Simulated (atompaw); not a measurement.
# An all-electron radial function and its pseudo partner (iron)

Columns: radius, all-electron u(r) and pseudo u(r) of the 3d shell (level -8.39 eV) of iron in the configuration [Ar] 3d6 4s1.5 4p0.5; PBE, scalar-relativistic, PAW (atompaw) scheme, atompaw 4.2.0.5.

| r (bohr) | all-electron | pseudo |
| --- | --- | --- |
| 0.115 | 0.0950 | 0.0111 |
| 0.231 | 0.3569 | 0.0823 |
| 0.346 | 0.6129 | 0.2382 |
| 0.462 | 0.7935 | 0.4580 |
| 0.577 | 0.8912 | 0.6763 |
| 0.692 | 0.9237 | 0.8306 |
| 0.808 | 0.9121 | 0.8903 |
| 0.923 | 0.8745 | 0.8730 |
| 1.038 | 0.8230 | 0.8230 |
| 1.154 | 0.7650 | 0.7650 |
| 1.269 | 0.7062 | 0.7062 |
| 1.385 | 0.6482 | 0.6482 |
| 1.500 | 0.5935 | 0.5935 |
| 1.615 | 0.5424 | 0.5424 |
| 1.731 | 0.4947 | 0.4947 |
| 1.846 | 0.4513 | 0.4513 |
| 1.962 | 0.4112 | 0.4112 |
| 2.077 | 0.3750 | 0.3750 |
| 2.192 | 0.3420 | 0.3420 |
| 2.308 | 0.3117 | 0.3117 |
| 2.423 | 0.2843 | 0.2843 |
| 2.538 | 0.2594 | 0.2594 |
| 2.654 | 0.2365 | 0.2365 |
| 2.769 | 0.2158 | 0.2158 |
| 2.885 | 0.1968 | 0.1968 |
| 3.000 | 0.1796 | 0.1796 |

(1) How many radial nodes do the two functions have?

(2) At about which radius was the pseudo-wave matched?

(3) Is the pseudo-wave norm-conserving?

Results:

(1) The all-electron 3d function has n − l − 1 = 0; the pseudo-wave has 0.

(2) 1.05 bohr, where the columns begin to agree (steps of 0.12 bohr).

(3) No, it belongs to a PAW set: the norm inside the radius is not constrained, and the difference is carried by the augmentation charge.
